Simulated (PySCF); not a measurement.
methylammonium (CH6N), SMILES C[NH3+], charge +1.

The structure is a stationary point at ωB97X-D3(BJ)/def2-TZVP.

Two levels are set side by side: PBE/def2-TZVPD (PySCF) and M06-2X/def2-TZVPD (PySCF). Same geometry, gas phase. Differences are taken from unrounded values.

| quantity | M06-2X |
|---|---|
| orbital gap (eV) | 13.74 |
| highest occupied level (eV) | -18.83 |
| lowest empty level (eV) | -5.08 |
| mean polarisability (bohr³) | 20.1 |

Question: What does PBE give, and how far is it from M06-2X? (An estimate is asked for; the answer gives what the named calculation found.)

Answer: 
```
quantity                        PBE  PBE minus M06-2X
---------------------------  ------  ----------------
orbital gap (eV)               9.46             -4.29
highest occupied level (eV)  -15.80              3.03
lowest empty level (eV)       -6.35             -1.26
mean polarisability (bohr³)    20.5               0.4
```

PBE's occupied levels lie high since its potential decays too fast outside the molecule; exact exchange lowers them and widens the gap. Differences between two approximate levels are no errors against the true value.

Rough cost on one machine, each run with all the roots and properties that it gave: M06-2X against PBE about 4 times.
